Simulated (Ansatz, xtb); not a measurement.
Ranking isomers of C6H5NS

6 gas-phase structures of C6H5NS, from a drawn sample of its isomers (lower ones may exist). Each was relaxed with GFN2-xTB:

A. `C#Cc1csc(N)c1`, a singlet
B. `C#Cc1ccc(N)s1`, a singlet
C. `C#Cc1sccc1N`, a singlet
D. `C#Cc1cc(N)cs1`, a singlet
E. `C#Cc1ccsc1N`, a singlet
F. `C#Cc1cscc1N`, a singlet

Problem. Which do you expect lowest at r2SCAN-D4/def2-SVP, and how would the others follow?

Solution. Calculated order at r2SCAN-D4/def2-SVP: C (0.0), E (2.1), F (2.2), B (3.0), D (3.4), A (5.1) kcal/mol. Less than 1 kcal/mol parts E and F; F and B; B and D, so the order within those pairs means little.

Energies above the lowest of each column, in kcal/mol; the last columns are at B3LYP-D3(BJ)/def2-SVP geometries:

| structure | GFN2-xTB | HF/STO-3G | r2SCAN-D4/def2-SVP | B3LYP-D3(BJ)/def2-SVP | CCSD(T)/def2-SVP + ΔMP2/def2-TZVPP |
| --- | --- | --- | --- | --- | --- |
| C | 0.0 | 0.0 | 0.0 | 0.0 | 0.0 |
| E | 0.8 | 0.1 | 2.1 | 1.7 | 1.6 |
| F | 0.7 | 2.0 | 2.2 | 1.9 | 0.6 |
| B | 0.8 | 0.8 | 3.0 | 2.9 | 3.9 |
| D | 0.9 | 2.0 | 3.4 | 3.3 | 2.5 |
| A | 1.6 | 2.1 | 5.1 | 4.8 | 3.9 |

Every level run on C puts it lowest or level with the lowest. CCSD(T)/def2-SVP + ΔMP2/def2-TZVPP orders those it was run on as C (0.0), F (0.6), E (1.6), D (2.5), B (3.9), A (3.9) kcal/mol. Less than 1 kcal/mol parts C and F; E and D; B and A, so the order within those pairs means little. Flexible structures stand in one conformer each, not always the lowest. ΔMP2 is the change of the MP2 energy from the smaller to the larger basis.

Over these structures GFN2-xTB departs from r2SCAN-D4/def2-SVP by 0.9 kcal/mol on average once a common shift is removed. A GFN2-xTB relaxation took about 0.078 s and the r2SCAN-D4/def2-SVP energy about 3.8 s on a shared host (Ansatz 0.2.0, xtb 6.7.1).
